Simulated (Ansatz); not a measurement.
Geometry optimisation, RKS revPBE-D4/def2-SVP (Ansatz).

Input file:

```yaml
crystal:
  periodic: [false, false, false]
  atoms:
    - { symbol: C, position_ang: [-1.094, 1.2578, 0.0881] }
    - { symbol: O, position_ang: [-0.1955, 1.0485, -0.971] }
    - { symbol: C, position_ang: [0.6147, -0.0191, -0.9225] }
    - { symbol: Si, position_ang: [0.8355, -1.308, 0.432] }
    - { symbol: S, position_ang: [1.6917, -0.1728, -2.2251] }
    - { symbol: H, position_ang: [-1.6983, 2.2223, -0.1904] }
    - { symbol: H, position_ang: [-0.6007, 1.4838, 1.0283] }
    - { symbol: H, position_ang: [-1.8126, 0.4908, 0.1482] }
    - { symbol: H, position_ang: [-0.2245, -1.0324, 1.5588] }
    - { symbol: H, position_ang: [2.0982, -1.3401, 1.1191] }
    - { symbol: H, position_ang: [0.4509, -2.6877, -0.045] }
basis:
  gaussian: { orbitals: def2-SVP }
hamiltonian:
  xc: revpbe
  dispersion: d4
relax:
  f_tol: 0.02
  max_steps: 50
output:
  orbitals: {}
```

Run as:

```bash
$ ansatz run input.yaml --threads 2 --pin off --max-ram 3072MiB --backend cpu --events-out ev --progress --plain --runs-dir out
```

**Question.** Where does it end, and by what steps?

**Answer.** The run converged. After 6 steps the energy has fallen by 0.398 eV; S5 moved furthest, 0.12 Å.

| step | energy less start (eV) | largest force component (eV/Å) | accepted |
| --- | --- | --- | --- |
| 0 | 0.0000 | 3.470 | yes |
| 1 | -0.3327 | 1.452 | yes |
| 2 | -0.3680 | 0.882 | yes |
| 3 | -0.3880 | 0.285 | yes |
| 4 | -0.3975 | 0.095 | yes |
| 5 | -0.3979 | 0.042 | yes |
| 6 | -0.3980 | 0.006 | yes |

```xyz
11
Properties=species:S:1:pos:R:3
C -1.118 1.296 0.076
O -0.181 1.066 -0.992
C 0.649 0.008 -0.934
Si 0.739 -1.300 0.481
S 1.724 -0.267 -2.154
H -1.677 2.207 -0.204
H -0.595 1.464 1.040
H -1.824 0.446 0.181
H -0.225 -1.076 1.622
H 2.133 -1.264 1.032
H 0.440 -2.637 -0.129
```

Whether the end is a true minimum wasn't checked by a vibrational analysis.

The run took 15 s on 2 threads of Arm Neoverse V2, with other jobs on the host, peak memory 0.15 GiB.
